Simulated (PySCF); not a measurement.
## Re²⁺: ionisation energy

Re²⁺ [Xe] 4f14 5d5 (6S) → Re³⁺ [Xe] 4f14 5d4 (5D), as a difference of total energies. Computed with PySCF 2.14 in ANO-R2 (8s6p5d3f1g, 81 functions), with scalar relativity by spin-free X2C-1e. Correlated levels: valence: [Xe] 4f14 frozen. The calculations carry no spin-orbit coupling.

| method | ionisation energy (eV) |
| --- | --- |
| UHF | 27.286 |
| LDA | 28.596 |
| PBE | 28.331 |
| r2SCAN | 28.291 |
| MP2 (valence) | 27.821 |

**Question.** Estimate what PBE0 gives.

**Answer.** 28.289 eV, closest to r2SCAN among the rows shown.

**Question.** Estimate what SCS-MP2 (valence) gives.

**Answer.** 27.464 eV, closest to UHF among the rows shown.

A first-order spin-orbit estimate (lowest level to lowest level, LS coupling) adds -0.660 eV.

Errors of the correlated levels include the incompleteness of this basis and the frozen core.

For comparison: 27 ± 1.6 eV (theoretical estimate listed by NIST; NIST Atomic Spectra Database, ionization energies).
